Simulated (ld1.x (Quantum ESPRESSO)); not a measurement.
# Configuration tests for antimony (PAW)

ld1.x (Quantum ESPRESSO) 7.5 input, shortened:

```
&input
   title='Sb', zed=51., rel=1, dft='PBE', iswitch=3,
   config='[Kr] 4d10 4f-2 5s2 5p3'
 /
 &inputp
   pseudotype=3, lpaw=.true., tm=.true., lloc=-1, rcloc=1.35,
   nlcc=.true., new_core_ps=.true., rcore=0.80,
   which_augfun='BESSEL', rmatch_augfun=0.70
 /
8
5S  1  0   2.00   0.00  1.70  1.90  0.0
5S  1  0   0.00  -0.50  1.70  1.90  0.0
5P  2  1   3.00   0.00  2.00  2.60  0.0
5P  2  1   0.00   0.25  2.00  2.60  0.0
4D  3  2  10.00   0.00  0.90  1.25  0.0
4D  3  2   0.00  -2.15  0.90  1.25  0.0
4F  4  3  -2.00   0.15  2.30  2.55  0.0
4F  4  3  -2.00   2.35  2.30  2.55  0.0
 &test
   configts(1)='4d10 5s2 5p3'
 /
```

Energies are relative to the spin-unpolarised reference configuration 4d10 5s2 5p3; without spin polarisation the order of configurations can differ from experiment. Not all tests gave a result: test run stopped at test 7 of 7 (negative rho).

```json
{"valence configuration": "4d10 5s2 5p2", "charge": "+1", "ΔE all-electron (eV)": "8.317", "error AE − PS (meV)": "-1.6"}
{"valence configuration": "4d10 5s2 5p1", "charge": "+2", "ΔE all-electron (eV)": "24.285", "error AE − PS (meV)": "+4.1"}
{"valence configuration": "4d10 5s2 5p0", "charge": "+3", "ΔE all-electron (eV)": "48.698", "error AE − PS (meV)": "+38"}
{"valence configuration": "4d10 5s1 5p3", "charge": "+1", "ΔE all-electron (eV)": "17.049", "error AE − PS (meV)": "-1.0"}
```

What are ΔE and the potential's error for 4d10 5s2 5p2.5?

ΔE = 3.262 eV all-electron; the error (AE − PS) is -1.0 meV.

What are ΔE and the potential's error for 4d10 5s1 5p4?

ΔE = 8.112 eV all-electron; the error (AE − PS) is +6.2 meV.

Note: ghost states, extra bound levels that the all-electron valence spectrum of the same l lacks: s at -139.8 eV, p at -8.6 eV. A true bound ghost makes a file unfit for plane-wave use.
